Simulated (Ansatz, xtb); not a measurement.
**Two isomers of C4H9GeN**

Structure a: `C[C@H](C#N)[CH2][GeH3]`, a singlet. Structure b: `[CH3][GeH2][CH2]CC#N`, a singlet. Both are isolated molecules in the gas phase, relaxed with B3LYP/def2-SVP, each in the lowest conformer that the search found.

a (Å):

```tsv
atom	x (Å)	y (Å)	z (Å)
C	-1.6971	-0.0436	0.3381
C	-0.9315	-0.5704	-0.8899
C	-0.9036	-2.0444	-0.8781
C	0.5083	-0.0186	-1.0109
Ge	0.6590	1.9412	-1.2844
N	-0.8670	-3.2028	-0.8574
H	-2.7055	-0.4793	0.3929
H	-1.8008	1.0506	0.2858
H	-1.1647	-0.2943	1.2688
H	-1.4944	-0.2859	-1.7972
H	1.0894	-0.2884	-0.1135
H	1.0157	-0.4932	-1.8657
H	-0.3218	2.3832	-2.3932
H	0.3376	2.7236	0.0057
H	2.1022	2.2653	-1.7188
```

b (Å):

```csv
atom,x (Å),y (Å),z (Å)
C,-0.7691,2.9202,-1.8368
C,0.9862,0.1378,-1.6996
C,0.2763,-0.7452,-0.6535
C,-0.4310,0.0136,0.3834
Ge,-0.1900,1.3094,-2.8020
N,-0.9869,0.6375,1.1865
H,-1.4290,3.5252,-2.4767
H,-1.3109,2.6477,-0.9197
H,0.1038,3.5308,-1.5602
H,-1.4131,0.4679,-3.2450
H,0.6136,1.7030,-4.0646
H,1.5294,-0.5232,-2.3938
H,1.7443,0.7694,-1.2085
H,-0.4572,-1.4110,-1.1398
H,1.0009,-1.4053,-0.1451
```

Quicker runs give these differences E(b) − E(a): GFN2-xTB +4.3 kcal/mol; HF/STO-3G −5.1 kcal/mol (at GFN2-xTB geometries); r2SCAN-D4/def2-SVP −6.1 kcal/mol (at GFN2-xTB geometries).

Question: Estimate which is lower in electronic energy at CCSD(T)/def2-SVP + ΔMP2/def2-TZVPP, and by roughly how much.

Answer: The CCSD(T)/def2-SVP + ΔMP2/def2-TZVPP calculation puts structure b lower, by 6.7 kcal/mol.

The same difference at several levels:

```tsv
level	geometry	E(b) − E(a) (kcal/mol)	departure from the last row (kcal/mol)	job, with rough time for the two
GFN2-xTB	GFN2-xTB	+4.3	+11.0	optimisation, 0.19 s
HF/STO-3G	GFN2-xTB	−5.1	+1.6	single point, 0.44 s
r2SCAN-D4/def2-SVP	GFN2-xTB	−6.1	+0.7	single point, 4.2 s
B3LYP/def2-SVP	B3LYP/def2-SVP	−5.9	+0.8	optimisation, 71 s
HF/def2-SVP	B3LYP/def2-SVP	−5.2	+1.5	part of the CCSD(T) run
MP2/def2-SVP	B3LYP/def2-SVP	−4.3	+2.4	part of the CCSD(T) run
CCSD(T)/def2-SVP	B3LYP/def2-SVP	−3.7	+3.0	single point
CCSD(T)/def2-SVP + ΔMP2/def2-TZVPP	B3LYP/def2-SVP	−6.7		single point, 86 s
```

As drawn, b has 1 C–Ge, 1 C–H in place of 1 C–C, 1 Ge–H.

GFN2-xTB puts the two in the other order. The largest departure from CCSD(T)/def2-SVP + ΔMP2/def2-TZVPP is that of GFN2-xTB, 11.0 kcal/mol. The last row adds to CCSD(T) the change of the MP2 difference between the two basis sets, here −3.0 kcal/mol.

With thermal terms from frequencies at re-optimised GFN2-xTB minima (ideal gas, soft modes damped towards free rotors, one conformer each, 298.15 K, 1 atm): the zero-point term adds +0.5 kcal/mol; ΔH is −6.1 and ΔG −6.5 kcal/mol.

The correlated steps freeze 14 core orbitals; the filled d shell of Ge is correlated, in a basis made for valence electrons. Mirror images aren't counted in ΔG. Run with Ansatz 0.2.0, xtb 6.7.1; the last row on 4 threads of Arm Neoverse V1 on a shared host.
